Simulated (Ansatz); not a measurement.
`F[SiH2][TeH]`, relaxed with RKS PBE0-D4/def2-TZVP in Ansatz from a PBE-D4/def2-SVP geometry. The force threshold is 0.005 eV/Å; the program also tests the step.

Total charge 0; spin multiplicity 1. Te takes the def2 core potential.

Start:

```xyz
6

F     0.480    1.407    1.168
Si    0.550    0.322   -0.062
Te   -1.714   -0.438   -0.808
H     1.165    0.996   -1.253
H     1.364   -0.838    0.425
H    -1.846   -1.448    0.530
```

How much energy does the relaxation release, and in how many steps? (An estimate is asked.)

Ansatz gave: 0.04 eV, in 4 steps.

Which bonds change most? (Estimate.)

Ansatz gave: F1–Si2 from 1.641 to 1.599 Å; Si2–Te3 from 2.502 to 2.474 Å; Te3–H6 from 1.682 to 1.657 Å; Si2–H4 from 1.500 to 1.480 Å.

Give the relaxed structure. (An estimate is asked.)

The calculation gave: 
```xyz
6

F     0.478    1.386    1.133
Si    0.542    0.323   -0.060
Te   -1.703   -0.424   -0.784
H     1.162    0.986   -1.230
H     1.340   -0.824    0.425
H    -1.819   -1.446    0.516
```
